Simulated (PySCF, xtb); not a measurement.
Stepwise substitution at one centre (Si C2H5-I). All species are isolated molecules in the gas phase. One relaxed conformer stands for each flexible species; it need not be the lowest. Strings in code marks are SMILES.

Quantity: redistribution energy (mixed species minus the weighted end members), in eV.

Level 1: B3LYP-D3(BJ)/def2-TZVP // B3LYP-D3(BJ)/def2-SVP (PySCF)
Level 2: M06-2X/def2-TZVP // B3LYP-D3(BJ)/def2-SVP (PySCF)
Level 3: PBE-D3(BJ)/def2-TZVP // B3LYP-D3(BJ)/def2-SVP (PySCF)
Level 4: GFN2-xTB (xtb)

| species | level 2 | level 3 | level 4 |
|---|---|---|---|
| 2 of 4 C2H5 replaced by I: `CC[Si](I)(I)CC` (C–C–Si–I torsion -59°, I–Si–C–C torsion 59°) | -0.425 | -0.368 | -0.54 |
| 3 of 4 C2H5 replaced by I: `CC[Si](I)(I)I` (C–C–Si–I torsion 180°) | -0.291 | -0.257 | -0.385 |
| 1 of 4 C2H5 replaced by I: `CC[Si](I)(CC)CC` | -0.335 | -0.282 | -0.44 |

### Question
What does level 1 give for each?

### Answer

- 2 of 4 C2H5 replaced by I: `CC[Si](I)(I)CC` (C–C–Si–I torsion -59°, I–Si–C–C torsion 59°): -0.381
- 3 of 4 C2H5 replaced by I: `CC[Si](I)(I)I` (C–C–Si–I torsion 180°): -0.261
- 1 of 4 C2H5 replaced by I: `CC[Si](I)(CC)CC`: -0.296
